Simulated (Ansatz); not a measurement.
CH7BSi2, SMILES `[SiH3]C1B[SiH2]1`, one more setting.

```yaml
crystal:
  periodic: [false, false, false]
  atoms:
    - {symbol: Si, position_ang: [-0.931499, 1.196484, -0.645684]}
    - {symbol: C, position_ang: [-0.435006, -0.533000, 0.619799]}
    - {symbol: B, position_ang: [0.398038, -0.165430, 1.180383]}
    - {symbol: Si, position_ang: [1.295600, -0.638921, -0.523510]}
    - {symbol: H, position_ang: [-1.703271, 0.744363, -1.892726]}
    - {symbol: H, position_ang: [-2.164152, 1.778247, 0.474073]}
    - {symbol: H, position_ang: [0.154772, 2.080897, -0.564359]}
    - {symbol: H, position_ang: [-1.289977, -1.032268, 0.538432]}
    - {symbol: H, position_ang: [0.658189, -0.596953, 2.488489]}
    - {symbol: H, position_ang: [1.747613, -0.126354, -1.566773]}
    - {symbol: H, position_ang: [1.967337, -2.286983, -0.903362]}
basis:
  gaussian: {orbitals: STO-3G}
total_charge: 1
magnetization: {spin_polarized: true, initial_magnetization: 1}
hamiltonian: {xc: {name: HF}}
correlation: {method: ccsd, diis_vectors: 2}
```

```sh
$ ansatz run in.yaml --threads 2 --pin off --events-out ev --progress --plain --max-ram 4352MiB
```

Shortened log:

```
Functional definition: HF
423 factors; integrals over basis functions are off by at most 7.2e-5 eV
mean field evaluation 1: about -17312.1645 eV, gradient 1.6e1 eV
mean field evaluation 2: about -17312.2266 eV, gradient 1.6e1 eV
mean field evaluation 4: about -17314.8626 eV, gradient 1.9e0 eV
mean field evaluation 8: about -17314.9948 eV, gradient 3.3e-1 eV
mean field evaluation 16: about -17315.0063 eV, gradient 2.0e-6 eV
mean field -17315.00633152 eV, -636.3147461506 hartree, gradient 2.0e-6 eV, S^2 0.850173; 0 other end points of the search recorded, 0 dependent functions left out
12 core orbitals not correlated: weight in the atoms' cores, before any rotation towards them, 0.999 or more for the frozen orbitals, at most 0.000 for the correlated occupied ones
reference -17315.00633152 eV, -636.3147461506 hartree; 11, 10 occupied and 12, 13 virtual orbitals, 423 factors
second order -5.10175605 eV of doubles, -0.00000000 eV of singles
cycle   1  -6.22542618 eV  change    -1.1e0 eV  update   1.0e-1
cycle   2  -6.92860608 eV  change   -7.0e-1 eV  update   4.9e-2
cycle   3  -7.00485829 eV  change   -7.6e-2 eV  update   1.9e-2
cycle   4  -7.02780197 eV  change   -2.3e-2 eV  update   9.3e-3
cycle   5  -7.03258796 eV  change   -4.8e-3 eV  update   3.1e-3
cycle   6  -7.03253816 eV  change    5.0e-5 eV  update   1.4e-3
cycle   7  -7.03149242 eV  change    1.0e-3 eV  update   8.0e-4
cycle   8  -7.03083533 eV  change    6.6e-4 eV  update   4.3e-4
cycle   9  -7.03041323 eV  change    4.2e-4 eV  update   2.6e-4
cycle  10  -7.03020319 eV  change    2.1e-4 eV  update   1.5e-4
cycle  11  -7.03011651 eV  change    8.7e-5 eV  update   8.4e-5
cycle  12  -7.03007393 eV  change    4.3e-5 eV  update   5.2e-5
cycle  13  -7.03004526 eV  change    2.9e-5 eV  update   3.2e-5
cycle  14  -7.03003307 eV  change    1.2e-5 eV  update   2.0e-5
Total energy: -17322.03636459 eV, -636.5730951008 hartree
```

Run time 0.55 s (2 threads of an Arm Neoverse V1 on a shared host); peak host memory 0.44 GiB.
